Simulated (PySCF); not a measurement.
# How methods differ on the ionisation energy of Ge

Ge [Ar] 3d10 4s2 4p2 (3P) → Ge⁺ [Ar] 3d10 4s2 4p1 (2P), as a difference of total energies. Computed with PySCF 2.14 in aug-cc-pVQZ-DK (8s7p5d3f2g, 93 functions), with scalar relativity by spin-free X2C-1e. Correlated levels: valence: [Ar] 3d10 frozen. The calculations carry no spin-orbit coupling.

| method | ionisation energy (eV) |
| --- | --- |
| UHF | 7.402 |
| LDA | 8.002 |
| PBE | 7.880 |
| PBE0 | 7.914 |
| CAM-B3LYP | 7.873 |
| B2PLYP | 7.760 |
| LC-wPBE | 7.983 |
| MP2 (valence) | 7.781 |
| SCS-MP2 (valence) | 7.703 |

Q: Estimate what BLYP gives.

A: 7.686 eV, closest to SCS-MP2 (valence) among the rows shown.

Q: Estimate what r2SCAN gives.

A: 8.038 eV, closest to LDA among the rows shown.

A first-order spin-orbit estimate (lowest level to lowest level, LS coupling) adds -0.029 eV.

Errors of the correlated levels include the incompleteness of this basis and the frozen core.

For comparison: 7.899 eV (measured; NIST Atomic Spectra Database, ionization energies).
